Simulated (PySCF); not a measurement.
**ZrH₂ + 2 F₂ → ZrF₂ + 2 HF**

Level: PBE0 in the def2-TZVP basis family, computed in PySCF with density fitting; scalar-relativistic core potentials for atoms from Rb on, none lighter, no spin–orbit coupling; open shells unrestricted.

```csv
species,state and structure,E (Eh),ZPE (kJ/mol),H(298 K) − H(0) (kJ/mol),S° (J/(mol K))
ZrH₂,"triplet, C2v, Zr–H 1.860 Å (×2); H–Zr–H 118.9°",-48.10013,23.1,10.4,236.3
F₂,"singlet, D∞h, F–F 1.376 Å",-199.40856,6.6,8.7,201.9
ZrF₂,"triplet, C2v, Zr–F 1.915 Å (×2); F–Zr–F 141.0°",-246.71412,8.4,12.5,288.0
HF,"singlet, C∞v, H–F 0.920 Å",-100.39188,24.9,8.7,173.6
```

Question: What is the electronic reaction energy?

Answer: At PBE0/def2-TZVP, ΔE = -1524.4 kJ/mol from the differences of the total energies times 2625.5, downhill. 

Question: Add zero-point, thermal and entropy terms for 298.15 K and 1 bar.

Answer: ΔZPE = 21.9 and Δ[H(298) − H(0)] = 2.1 kJ/mol give ΔH° = -1500.4 kJ/mol. ΔS° = -4.9 J/(mol K), so ΔG° = -1500.4 − 298.15 × (-0.0049) = -1499 kJ/mol.

Open d or f shells are single determinants, so the state found may not be the ground state. The structures come from searches over a few start shapes, so lower isomers are not excluded.
